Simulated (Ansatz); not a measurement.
Geometry optimisation, Ansatz, RKS B3LYP-D4/def2-SVP.

Input:

```yaml
crystal:
  periodic: [false, false, false]
  atoms:
    - { symbol: F, position_ang: [-1.2057, 0.4354, 3.1399] }
    - { symbol: Al, position_ang: [-0.1688, 0.7551, 1.7202] }
    - { symbol: Si, position_ang: [0.5169, -1.0798, 0.5444] }
    - { symbol: "N", position_ang: [0.019, -0.6263, -1.0772] }
    - { symbol: C, position_ang: [0.0724, 0.8072, -1.2847] }
    - { symbol: S, position_ang: [-0.9825, 1.7996, -0.1095] }
    - { symbol: H, position_ang: [0.86968, -1.11879, -1.4169] }
    - { symbol: H, position_ang: [-0.0436, -2.307, 1.0189] }
    - { symbol: H, position_ang: [-1.0671, -0.8655, -1.066] }
    - { symbol: H, position_ang: [-0.2417, 1.0647, -2.2786] }
    - { symbol: H, position_ang: [1.1227, 1.1297, -1.1468] }
basis:
  gaussian: { orbitals: def2-SVP }
hamiltonian:
  xc: b3lyp
  dispersion: d4
relax:
  f_tol: 0.02
  max_steps: 50
```

Run as:

```bash
$ ansatz run input.yaml --threads 2 --pin off --max-ram 3072MiB --backend cpu --events-out ev --progress --plain --runs-dir out
```

Where does it end, and by what steps?

The forces met the threshold. After 10 steps the energy has fallen by 3.072 eV; F1 moved furthest, 0.58 Å.

| step | energy less start (eV) | largest force component (eV/Å) | accepted |
| --- | --- | --- | --- |
| 0 | 0.0000 | 4.068 | yes |
| 1 | -1.7318 | 3.003 | yes |
| 2 | -2.5872 | 1.771 | yes |
| 3 | -2.9557 | 1.181 | yes |
| 4 | -3.0221 | 0.900 | yes |
| 5 | -2.8093 | 1.920 | no |
| 6 | -3.0682 | 0.103 | yes |
| 7 | -3.0703 | 0.074 | yes |
| 8 | -3.0712 | 0.052 | yes |
| 9 | -3.0715 | 0.021 | yes |
| 10 | -3.0716 | 0.015 | yes |

```xyz
11
Properties=species:S:1:pos:R:3
F -1.061 0.995 3.182
Al -0.491 0.434 1.713
Si 0.931 -1.313 0.753
N 0.091 -0.627 -1.035
C 0.072 0.855 -1.204
S -1.101 1.683 -0.067
H 0.651 -1.046 -1.783
H -0.214 -2.322 0.893
H -0.862 -0.989 -1.139
H -0.226 1.115 -2.230
H 1.101 1.209 -1.039
```

Time of the run: 63 s on 2 threads of Arm Neoverse V1, on a shared host, peak memory 0.3 GiB.
